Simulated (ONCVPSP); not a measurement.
**An all-electron radial function and its pseudo partner (technetium)**

Columns: radius, all-electron u(r) and pseudo u(r) of the 4s shell (level -73.38 eV) of technetium in the configuration [Ar] 3d10 4s2 4p6 4d5 5s2; PBE, scalar-relativistic, ONCV scheme, ONCVPSP 4.0.1.

```json
{"r (bohr)": "0.095", "all-electron": "0.3927", "pseudo": "0.1050"}
{"r (bohr)": "0.190", "all-electron": "-0.1196", "pseudo": "0.2163"}
{"r (bohr)": "0.285", "all-electron": "-0.5926", "pseudo": "0.3378"}
{"r (bohr)": "0.380", "all-electron": "-0.5021", "pseudo": "0.4693"}
{"r (bohr)": "0.475", "all-electron": "-0.1022", "pseudo": "0.6063"}
{"r (bohr)": "0.570", "all-electron": "0.3488", "pseudo": "0.7407"}
{"r (bohr)": "0.665", "all-electron": "0.7181", "pseudo": "0.8619"}
{"r (bohr)": "0.760", "all-electron": "0.9655", "pseudo": "0.9588"}
{"r (bohr)": "0.855", "all-electron": "1.0966", "pseudo": "1.0225"}
{"r (bohr)": "0.950", "all-electron": "1.1338", "pseudo": "1.0478"}
{"r (bohr)": "1.045", "all-electron": "1.1042", "pseudo": "1.0348"}
{"r (bohr)": "1.140", "all-electron": "1.0319", "pseudo": "0.9880"}
{"r (bohr)": "1.235", "all-electron": "0.9362", "pseudo": "0.9144"}
{"r (bohr)": "1.330", "all-electron": "0.8307", "pseudo": "0.8230"}
{"r (bohr)": "1.425", "all-electron": "0.7248", "pseudo": "0.7232"}
{"r (bohr)": "1.520", "all-electron": "0.6242", "pseudo": "0.6240"}
{"r (bohr)": "1.615", "all-electron": "0.5319", "pseudo": "0.5319"}
{"r (bohr)": "1.710", "all-electron": "0.4495", "pseudo": "0.4495"}
{"r (bohr)": "1.805", "all-electron": "0.3774", "pseudo": "0.3773"}
{"r (bohr)": "1.900", "all-electron": "0.3150", "pseudo": "0.3150"}
{"r (bohr)": "1.995", "all-electron": "0.2618", "pseudo": "0.2617"}
{"r (bohr)": "2.090", "all-electron": "0.2167", "pseudo": "0.2167"}
{"r (bohr)": "2.185", "all-electron": "0.1788", "pseudo": "0.1788"}
{"r (bohr)": "2.280", "all-electron": "0.1472", "pseudo": "0.1472"}
{"r (bohr)": "2.375", "all-electron": "0.1208", "pseudo": "0.1208"}
{"r (bohr)": "2.470", "all-electron": "0.0990", "pseudo": "0.0990"}
```

**Question.** How many radial nodes do the two functions have?

**Answer.** The all-electron 4s function has n − l − 1 = 3 (the table is too coarse to show those close to the nucleus); the pseudo-wave has 0, since the states of the same l below it are removed with the core.

**Question.** At about which radius was the pseudo-wave matched?

**Answer.** 1.60 bohr, where the columns begin to agree (steps of 0.10 bohr).

**Question.** Where does each function peak?

**Answer.** Outermost all-electron maximum near 0.95 bohr, pseudo maximum near 0.95 bohr (to the table’s step).

**Question.** Is the pseudo-wave norm-conserving?

**Answer.** Yes: the ONCV scheme keeps the norm inside the radius equal to the all-electron one, which fixes the energy derivative of the logarithmic derivative at the level.
